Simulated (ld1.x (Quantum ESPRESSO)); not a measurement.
**S: PAW pseudisation with PBE, non-relativistic reference atom.**

S, PAW, made with ld1.x (Quantum ESPRESSO) 7.5 (PBE, non-relativistic). Core [Ne], reference 3s2 3p3.75 (charge +0.25). Waves: 3s (bound): rcut 0.90, rcutus 1.25 bohr; 3s channel at -0.2 Ry: rcut 0.90, rcutus 1.25 bohr; 3p (bound): rcut 1.00, rcutus 1.20 bohr; 3p channel at -0.25 Ry: rcut 1.00, rcutus 1.20 bohr. Local part: all-electron potential smoothed inside 0.95 bohr (lloc = -2). Core correction: a·sin(br)/r model core, default radius (ld1.x builds one for every PAW set, though the input has nlcc=.false.). Augmentation charge: BESSEL, radius 0.80 bohr.

All-electron outer shells of the reference configuration (PBE, non-relativistic, ld1.x):

| shell | level (eV) | outermost node (bohr) | outermost maximum (bohr) |
| --- | --- | --- | --- |
| 3s | -19.58 | 0.60 | 1.40 |
| 3p | -9.32 | 0.58 | 1.59 |

Q: Does the generator finish with these settings?

A: Yes, a potential is produced and its reference levels are reproduced.

Q: Estimate the cutoffs (Ry, on a coarse ladder) from which the occupation-weighted sum of valence levels, in a spherical-Bessel basis at the reference potential, stays within 10 and 1 mRy of its value at 400 Ry.

A: 25 Ry and 70 Ry.

Q: What does a ghost test show?

A: Ghost state, extra bound levels that the all-electron valence spectrum of the same l lacks: p at -15.0 eV. A true bound ghost makes a file unfit for plane-wave use.

Q: Is the overlap operator S = 1 + Σ q|β⟩⟨β| positive definite (Bessel basis up to 400 Ry)?

A: Yes: its lowest eigenvalue is 0.54 (s channel).

Its largest configuration-test error is +1.7 meV (3s2 3p3). Test run stopped at test 3 of 7 (negative rho).
